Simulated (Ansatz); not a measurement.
germylsulfanylgermane (Ge₂H₆S), SMILES [GeH3][S][GeH3].

Coordinates come from a B3LYP-D3(BJ)/def2-SVP optimisation.

Two levels are set side by side: PBE/def2-SVPD (Ansatz, a quantum-chemistry and plane-wave program) and PBE0/def2-SVPD (Ansatz). Energy differences of separate SCF runs at the same geometry; the states with an electron removed or added have multiplicity 2 and 2. Differences are taken from unrounded values.

| quantity | PBE0 | PBE | PBE minus PBE0 |
|---|---|---|---|
| vertical ionisation energy (eV) | 9.15 | 9.00 | -0.15 |
| vertical singlet–triplet gap (eV) | 4.93 | 4.67 | -0.26 |
